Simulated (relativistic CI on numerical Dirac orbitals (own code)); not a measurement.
**Spin-allowed bands of a d7 ion in an octahedral site, by hand**

Problem. Take Δ = 7000 cm⁻¹ and B = 970 cm⁻¹ for a high-spin d7 ion in an octahedral site. Calculate the three spin-allowed bands.

Working.
1. The terms of highest spin are 4F (energy 0) and 4P (15B = 14550 cm⁻¹). Here the F term splits into A2 at +1.2Δ = 8400, T2 at +0.2Δ = 1400 and T1 at −0.6Δ = -4200 cm⁻¹.
2. The two T1 states mix through the element 0.4Δ: H = [[-4200, 2800], [2800, 14550]], with roots ½(H₁₁ + H₂₂) ∓ ½√[(H₂₂ − H₁₁)² + 4H₁₂²] = ½(10350) ∓ ½(19568) = -4609 and 14959 cm⁻¹.
3. The ground term is 4T1 at -4609 cm⁻¹.
4. Bands: 4T2 6009 cm⁻¹ (1664 nm), 4A2 13009 cm⁻¹ (769 nm), 4T1(P) 19568 cm⁻¹ (511 nm).

Check. Exact diagonalisation of the whole d7 shell with these parameters gives 4T2 6009, 4A2 13009, 4T1 19568 cm⁻¹. The match is exact, since without spin-orbit coupling no other term has this spin. The ratio of the second band to the first, 2.165, depends on Δ/B = 7.2 alone, which is how a Tanabe-Sugano diagram is read.
